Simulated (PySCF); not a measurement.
**Two-component Hartree-Fock for Ge⁺ (germanium, charge +1)**

Start: [Ar] 3d10 4s1 4p2; 4s1/2 filled at m_j = +1/2; 4p3/2 filled at m_j = +1/2, +3/2. Calculated with PySCF 2.14 in x2c-TZVPall-2c (6s7p4d1f, 54 functions): generalised Hartree-Fock with the X2C-1e Hamiltonian and a Gaussian nucleus; one run each with spin-orbit coupling (SO) switched off, then screened by Boettger's factors. This is a chosen level, not necessarily the ground level.

| spinor shell | electrons | ε, spin-free (eV) | ε, screened SO (eV) | weight of nominal j (screened SO) | rms radius, screened SO (bohr) |
| --- | --- | --- | --- | --- | --- |
| 1s1/2 | 2 | -11189.9 | -11189.7 | 1.000 | 0.0542 |
| 2s1/2 | 2 | -1464.4 | -1464.3 | 1.000 | 0.227 |
| 2p1/2 | 2 | -1276.3 | -1298.1 | 1.000 | 0.201 |
| 3s1/2 | 2 | -211.85 | -211.88 | 1.000 | 0.668 |
| 3p1/2 | 2 | -152.24 | -155.33 | 0.998 | 0.693 |
| 3p3/2 | 4 | -152.24 | -150.80 | 0.999 | 0.703 |
| 3d3/2 | 4 | -53.998 | -54.425 | 0.964 | 0.811 |
| 3d5/2 | 6 | -53.998 | -53.770 | 0.976 | 0.812 |
| 4s1/2 | 1 | -27.852 | -27.861 | 0.999 | 2.21 |
| 4p3/2 | 2 | -17.067 | -17.035 | 0.818 | 2.70 |

Q: Where does 2p3/2 lie, and what is the 2p spin-orbit splitting (screened SO)?

A: At -1265.8 eV, 32.374 eV above 2p1/2.

```json
{"quantity": "E (hartree)", "spin-free": "-2096.55340", "screened SO": "-2096.62773"}
{"quantity": "M_J", "spin-free": "5/2", "screened SO": "5/2"}
{"quantity": "⟨J²⟩", "spin-free": "8.756", "screened SO": "8.756"}
{"quantity": "⟨L²⟩", "spin-free": "2.004", "screened SO": "2.010"}
{"quantity": "⟨S²⟩", "spin-free": "3.752", "screened SO": "3.751"}
```

Each row is a mean over spinors that exchange with the open shell spreads, by up to 0.800 eV (3s1/2).

Rows whose weight is well below 1 are mixtures of j = l ± 1/2: exchange outweighs spin-orbit coupling there, and the label is only the starting occupation.

Without spin-orbit coupling the j labels of p, d and f shells carry no meaning; the spin-free column gives the mean over the occupied spinors of each nl shell.
